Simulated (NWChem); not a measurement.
**Total energies of Te (+1)**

```
Te
```
Charge +1, spin multiplicity 4.

The numbers come from NWChem runs, not from measurements.

Basis set: def2-TZVP (50 functions).

```
method   total energy (Ha)  relative cost
-------  -----------------  -------------
UHF             -266.72160              1
UMP2            -267.10806        under 3
UB2PLYP         -267.49027        under 3
UPBE            -267.65272        under 3
UB3LYP          -267.74721        under 3
Ur2SCAN         -267.76749        under 3
```

Total energies of different functionals aren't comparable as a measure of quality: only differences taken within one method are. Relative cost: rough, from shared machines, SCF included, UHF = 1.

Effective core potentials replace the inner electrons of Te; spin-orbit coupling is left out. The correlated methods keep 4 core orbitals frozen. B3LYP has NWChem's definition, with VWN1-RPA local correlation. No SCF solution was tested for a lower state. Open-shell Hartree-Fock references start from PBE0 orbitals; any time given for them includes that run.
